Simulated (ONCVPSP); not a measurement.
**copper (Cu), ONCV: configuration errors across variants**

Cu (Z = 29), optimised norm-conserving Vanderbilt (ONCV), made with ONCVPSP 4.0.1 (LDA (Perdew-Wang 92), scalar-relativistic). Core [Ne] 3s2, reference 3p6 3d9 4s2. Waves: 4s: rc 2.35 bohr, ncon 3, nbas 8, qcut 2.2 1/bohr, 1 projector; 3p: rc 0.75 bohr, ncon 4, nbas 8, qcut 12.4 1/bohr, 2 projectors, debl 1.9 Ha; 3d: rc 1.35 bohr, ncon 4, nbas 9, qcut 12.3 1/bohr, 2 projectors, debl 3.8 Ha; f scattering state at 0.19 Ha: rc 2.00 bohr, ncon 4, nbas 9, qcut 4.9 1/bohr, 2 projectors, debl 1.4 Ha. Local part: polynomial inside 0.65 bohr (lpopt 4, dvloc0 1 Ha). Core correction: Teter function, fcfact 3, rcfact 1.3.

In the p channel the program set the typed energies aside and used -2.836, 0.250 Ha.

All-electron excitation energies from the reference (eV): (1) 3p6 3d10 4s1 -2.012; (2) 3p6 3d10 4s0 6.417; (3) 3p6 3d9 4s0 28.106; (4) 3p6 3d9 4s1 4p1 4.930.

3 further variants failed, have other tests or another functional or relativity, and are left out.

A true bound ghost makes a file unfit for plane-wave use even where its test errors are small: the radial tests pick states by their node count and pass the ghost by.

Errors AE − PS in meV (a dash: test not solved or not reliable):

```tsv
change	(1)	(2)	(3)	(4)	bound ghosts	GHOST(+) flags above zero
base	+94	+143	-72	-8.8	s	f
core correction Teter function, fcfact 2, rcfact 1.1	+94	+143	-72	-8.8	s	f
p: qcut 8.9	+94	+143	-72	-8.8	s	f
d: nbas 7	+94	+143	-72	-8.8	s	f
f: qcut 6.4	+94	+143	-72	-8.8	s	f
p: ncon 3, nbas 7	+94	+143	-72	-8.8	s	f
p: rc 0.72	+94	+143	-72	-8.8	s	f
all radii but the core radius scaled by about 0.88 (s 2.06, p 0.66, d 1.18, f 1.76 bohr); local potential polynomial inside 0.58 bohr (lpopt 4, dvloc0 1 Ha)	+36	+45	-28	-2.7	s	f
local potential polynomial inside 0.65 bohr (lpopt 4, dvloc0 2.5 Ha)	+94	+143	-72	-8.8	s	f
```

Q: Give the same row for: d: nproj 1.

A: +80, +122, -72, -8.8; bound ghosts: s; GHOST(+) flags above zero: f.
